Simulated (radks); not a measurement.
Q: Br, 35 electrons, occupied as [Ar] 3d10 4s2 4p5 (the NIST ground configuration). All-electron calculation, Dirac Kohn-Sham, Slater X-alpha with alpha = 0.632, spin-unpolarised, spherical densities, finite nucleus; open shells fill j = l - 1/2 first; Fermi nuclear charge, rms radius 4.1629 fm. Program: a radial shooting solver on a logarithmic mesh with Libxc functionals. Some entries of the table are withheld. Estimate them.

| orbital | occ. | eigenvalue (eV) | <1/r> (bohr^-1) | <r^2> (bohr^2) |
|---|---|---|---|---|
| 1s1/2 | 2 | -13273.35 | 35.60 | 0.002469 |
| 2s1/2 | 2 | -1723.570 | (1) | 0.04250 |
| 2p1/2 | 2 | (2) | (3) | 0.03264 |
| 2p3/2 | 4 | (4) | (5) | 0.03409 |
| 3s1/2 | 2 | -233.8591 | 2.598 | 0.3527 |
| 3p1/2 | 2 | -174.5835 | 2.482 | 0.3666 |
| 3p3/2 | 4 | -167.7737 | 2.419 | 0.3806 |
| 3d3/2 | 4 | -64.7016 | 2.155 | 0.4347 |
| 3d5/2 | 6 | -63.6254 | 2.138 | 0.4408 |
| 4s1/2 | 2 | -18.5736 | 0.7956 | 3.256 |
| 4p1/2 | 2 | -6.7646 | 0.6329 | 5.307 |
| 4p3/2 | 3 | -6.2733 | 0.6155 | 5.602 |

A: 
(1) 2s1/2 <1/r> (bohr^-1): 7.936
(2) 2p1/2 eigenvalue (eV): -1552.576
(3) 2p1/2 <1/r> (bohr^-1): 7.910
(4) 2p3/2 eigenvalue (eV): -1505.310
(5) 2p3/2 <1/r> (bohr^-1): 7.651
